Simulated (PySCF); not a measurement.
HAlBr, SMILES `[AlH][Br]` (charge 0, multiplicity 2)

Calculation: PySCF with r2SCAN-D4/def2-TZVP.

```
Quantity                                               Value
-----------------------------  -----------------------------
highest occupied spin orbital                       -5.38 eV
dipole moment                                         1.45 D
total energy                                   -2817.1664 Ha
cost                           very roughly 2.2 core-minutes
```

Bonded distances (Å): Al1–Br2 2.276, Al1–H3 1.601. Angles (°): Br2–Al1–H3 115.8.
Charge 0, spin multiplicity 2.
